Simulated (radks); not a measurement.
Values are calculated unless marked as measured or tabulated.
Question: Ionisation of the hafnium ion Hf3+, [Xe] 4f14 5d1, to [Xe] 4f14 as the strength of local exchange is varied. Level of theory: scalar-relativistic Kohn-Sham, Slater X-alpha exchange (alpha = 2/3 is LDA exchange), no correlation, spin-polarised, spherical densities, finite nucleus; open shells are filled with parallel spins first (spin-orbit coupling, left out, can overturn this in heavy ions); Fermi nuclear charge, rms radius 5.347 fm (a radial shooting solver on a logarithmic mesh with Libxc functionals).

| alpha | E(Hf3+) (hartree) | exchange (hartree) | IE (eV) | -e of the level emptied (eV) | <r> of it (bohr) |
|---|---|---|---|---|---|
| 0.611 | -15033.9038 | -265.7618 | 31.148 | 25.746 (5d) | 1.989 |
| 0.629 | -15041.7719 | -273.7453 | 31.421 | 26.007 (5d) | 1.979 |
| 0.647 | -15049.6444 | -281.7376 | 31.696 | 26.270 (5d) | 1.970 |
| 0.667 | -15058.3969 | -290.6282 | 32.003 | 26.565 (5d) | 1.959 |
| 1.034 | -15219.9731 | -455.6831 | 37.999 | 32.360 (5d) | 1.786 |
| x | -15188.5714 | -423.4693 | 36.787 | 31.181 (5d) | 1.816 |

Which alpha was used in the last row?

Answer: alpha = 0.963. NIST Atomic Spectra Database: 33.37 eV (semi-empirical). The Delta-SCF value meets it near alpha = 0.75. Open shells are spherical and high-spin; term and fine-structure splittings are not resolved. Spin-orbit splitting is averaged out at the scalar-relativistic level.
